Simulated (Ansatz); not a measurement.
Consider the isomerisation: `[BH2][GeH2][O]C` → `BO[CH2][GeH3]`.

Program: Ansatz. Geometries: PBE0-D4/def2-TZVP. ΔE: electronic, gas phase. CBS: MP2 limit from def2 TZ/QZ plus the TZ coupled-cluster correction, frozen cores. DFT in def2-TZVPP. For Ge outer-core shells are correlated without core-valence functions, which leaves a few kJ/mol of doubt a bond. Scalar relativity is left out up to krypton. One conformer a species, not always the lowest.

(1) Is it downhill or uphill in electronic energy at CCSD(T)/CBS, and by how much? (Estimate.)

(2) What do these levels give: PBE-D4, PBE0-D4, ωB97X-V, B2PLYP, r2SCAN, PBE0, HF/def2-TZVPP, CCSD/def2-TZVPP, CCSD(T)/def2-TZVPP, HF/def2-QZVPP, MP2/def2-QZVPP, MP2/CBS(def2)? (An estimate is asked.)

Largest T1 diagnostic among the species: 0.013.

Results:

(1) Computed: Downhill: ΔE = -26.9 kcal/mol.

(2) The calculation gave: PBE-D4 -28.1, PBE0-D4 -27.5, ωB97X-V -26.6, B2PLYP -27.6, r2SCAN -27.3, PBE0 -27.4, HF/def2-TZVPP -24.3, CCSD/def2-TZVPP -26.6, CCSD(T)/def2-TZVPP -27.2, HF/def2-QZVPP -24.4, MP2/def2-QZVPP -27.6, MP2/CBS(def2) -27.5 kcal/mol.

In def2-TZVPP, CCSD(T) changes the Hartree–Fock value by −2.9 kcal/mol (the triples alone add −0.6 kcal/mol) and MP2 by −3.4 kcal/mol.
